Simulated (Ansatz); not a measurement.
Reaction (isomerisation): `OCC[SiH2]O` → `CC[SiH](O)O`

Program: Ansatz. Geometries: PBE0-D4/def2-TZVP. ΔE: electronic, gas phase. CBS: MP2 limit from def2 TZ/QZ plus the TZ coupled-cluster correction, frozen cores. One conformer a species, not always the lowest.

| species | CCSD(T)/CBS(def2) energy (Eh) |
| --- | --- |
| `OCC[SiH2]O` | -520.39435 |
| `CC[SiH](O)O` | -520.46648 |

**Question.** Work out ΔE.

**Answer.** ΔE = (-520.46648) − (-520.39435) = -0.07213 Eh = -189.4 kJ/mol.

Largest T1 diagnostic among the species: 0.011.

From PBE to PBE0 (25 % exact exchange), in def2-TZVPP and without D4, ΔE moves by −4.2 kJ/mol.
